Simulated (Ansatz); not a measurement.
Cl2Sc, charge +1, singlet, geometry from GFN2-xTB (such geometries of metal compounds can be far from the true shape) (the multiplicity is a formal guess); WB97X-V/cc-pVDZ (Ansatz, an electronic-structure program).

The Ansatz input:
Ansatz 0.2 input:
```yaml
crystal:
  periodic: [false, false, false]
  atoms:
    - {symbol: Sc, position_ang: [0.40621830, -0.00029416, 0.42871085]}
    - {symbol: Cl, position_ang: [1.19503248, 0.37581167, -1.63460469]}
    - {symbol: Cl, position_ang: [-1.69683156, -0.37544829, 1.10502071]}
basis:
  gaussian:
    orbitals: cc-pVDZ
hamiltonian:
  xc: {name: wB97X-V}
total_charge: 1
```

It wrote (shortened):

```
Functional definition: wB97X-V
850 factors; integrals over basis functions are off by at most 2.4e-4 eV
217 factors; integrals over basis functions are off by at most 1.9e-5 eV
mean field evaluation 1: about -45729.0433 eV, gradient 4.1e1 eV
mean field evaluation 2: about -45706.2306 eV, gradient 1.2e2 eV
mean field evaluation 4: about -45735.3097 eV, gradient 2.6e0 eV
mean field evaluation 8: about -45735.3520 eV, gradient 2.5e-1 eV
mean field evaluation 16: about -45735.3526 eV, gradient 1.4e-4 eV
mean field -45735.35264232 eV, -1680.7432090697 hartree, gradient 3.4e-5 eV, S^2 0.000000; 0 other end points of the search recorded, 0 dependent functions left out
reference -45735.35263808 eV, -1680.7432089140 hartree; 27, 27 occupied and 52, 52 virtual orbitals, 850 factors
Total energy: -45735.35263808 eV, -1680.7432089140 hartree
```
